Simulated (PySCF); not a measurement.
CH$_{2}$AlNO (SMILES O=C=[N][AlH2]), singlet, geometry from GFN2-xTB (such geometries of metal compounds can be far from the true shape), atoms displaced at random by about 0.03 Å a coordinate.

Input for PySCF:
```python
from pyscf import gto, scf, dft

mol = gto.Mole()
mol.atom = '''
    Al   -0.766523   -1.454607    0.498931
    H    -0.054960   -2.378330    1.484897
    H    -2.065554   -1.870115   -0.163978
    N     0.049089    0.000556   -0.016505
    C     0.590401    1.121489   -0.345027
    O     1.065727    2.058525   -0.680449
'''
mol.basis = 'sto-3g'
mol.charge = 0
mol.spin = 0
mol.verbose = 4
mol.build()

mf = dft.RKS(mol)
mf.xc = 'b3lyp'
mf.kernel()
g = mf.nuc_grad_method()
grad = g.kernel()
```

Estimate the Mulliken (on the basis functions themselves) charges in atom order that PySCF with B3LYP/STO-3G, gradient returns for this input.

Al1 0.91, H2 -0.24, H3 -0.24, N4 -0.51, C5 0.27, O6 -0.20

What is the computed HOMO energy (B3LYP/STO-3G, gradient)?

-4.06 eV

What is the computed nuclear repulsion energy (B3LYP/STO-3G, gradient)?

122.3326 Eh
